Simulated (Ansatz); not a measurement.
Species: C$_{3}$H$_{7}$Ge, charge 0, multiplicity 2. SMILES: C=C[CH][GeH3]
Geometry: optimised at B3LYP-D3(BJ)/def2-TZVP (Ansatz, a first-principles code).

Wanted: atomisation energy, in kcal/mol. Conventions: atomisation electronic, to ground-state atoms; dispersion terms only where a functional's name holds one; non-relativistic; open shells spin-unrestricted; spin-orbit terms left out. First-principles rows: single points at B3LYP-D3(BJ) geometries (Ansatz).

```csv
species,coefficient,"E at B3LYP/STO-3G (Ansatz), Eh","E at PBE0/def2-TZVPD (Ansatz), Eh"
C=C[CH][GeH3],-1,-2170.08738,-2195.08759
C atom,+3,-37.35240,-37.80543
Ge atom,+1,-2052.84638,-2076.65536
H atom,+7,-0.46753,-0.50104
```

 1 Eh = 627.5095 kcal/mol.

Task: Work the quantity out at each level.

Result: 
- B3LYP/STO-3G: the sum of coefficient times E is 1.91109 Eh, or 1199.23 kcal/mol. Result: 1199.2 kcal/mol.
- PBE0/def2-TZVPD: the sum of coefficient times E is 1.50866 Eh, or 946.70 kcal/mol. Result: 946.7 kcal/mol.
